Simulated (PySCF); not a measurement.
An unknown shows these calculated signals:

1H NMR (300 MHz, computed): δ 9.05 (m, 1H), 8.04 (m, 1H), 8.02 (m, 1H), 3.35 (m, 1H), 1.37 (d, 6H).

13C{1H} NMR (computed): δ 195.3 (C), 167.2 (CH), 148.4 (C), 138.1 (CH), 136.6 (CH), 42.2 (CH), 27.7 (CH3).

[PySCF: shieldings: GIAO PBE0/pcSseg-1; structure optimised with GFN2-xTB; equivalent nuclei averaged; no solvent model; non-relativistic; one computed conformer]

Shifts are taken against calculated references (same method and geometry level): 1H (σref 31.72) and 13C (σref 186.93) against TMS.

Q: Which of these does the molecule contain: a (CH3)2CH unit, a ketone, a three-membered ring, a vinyl group CH=CH2?

A: 
- A (CH3)2CH unit: yes (δC 27.7, 42.2; δH 1.37 (d), 3.35 (m)).
- A ketone: no.
- A three-membered ring: no.
- A vinyl group CH=CH2: no.

The data belong to `CC(C)c1cc(Cl)ccp1`, C$_{8}$H$_{10}$ClP; they needn't prove each group on their own.

Carbon signals by region: 2 in the far downfield region (above 160 ppm), 3 in the sp2 and nitrile region (100–160 ppm), 2 below 50 ppm. Above 160 ppm: 195.3, substituted aromatic carbon, 167.2, aromatic CH.

Carbons that carry Cl, above all several Cl atoms, come out too deshielded, partly because spin–orbit coupling is missing. Splittings by 31P in the carbon and heteronuclear signals aren't shown, as no couplings were computed. Shifts are as computed. Against solution values, carbons near 30 ppm lie about +3 ppm off and those near 130 ppm about +5 ppm; carbons on Cl a further +6 ppm. Of 1211 compounds with measured shifts, 218 miss one by over three times the rms of a fit or turn the order of signals round; such compounds aren't used in these exercises. No couplings were computed; multiplicities are counted from neighbouring protons, with m where these are inequivalent, close in shift, in a saturated or five-membered ring or joined by F or P, and br s for small geminal =CH2 splittings.
